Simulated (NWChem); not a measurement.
# C3H5F; SMILES C/C=C\F

All runs: NWChem. Medium grid unless said otherwise, to which SCAN and Minnesota functionals are sensitive. Coordinates come from a PBE-D3(BJ)/def2-SVP optimisation. Total energies of different functionals are on different scales.

```tsv
level	energy (Ha)	highest occupied level (eV)	orbital gap (eV)	dipole (D)
B3LYP/def2-SVP	-216.9814	-6.83	7.28	1.33
PBE/def2-SVP	-216.7226	-5.79	5.46	1.17
PW6B95/def2-SVP	-217.2293	-7.20	7.94	1.38
HCTH/407/def2-SVP	-216.9595	-6.00	5.52	1.21
r2SCAN0/def2-SVP	-216.8336	-7.28	8.05	1.43
N12/def2-SVP	-216.9299	-5.69	5.49	1.32
M06/def2-SVP	-216.8482	-7.18	7.78	1.41
PW91/def2-SVP	-216.8970	-5.84	5.45	1.18
TPSSh/def2-SVP	-216.9888	-6.37	6.59	1.29
LDA (Slater exchange, VWN5)/def2-SVP	-215.2409	-5.93	5.40	1.24
```
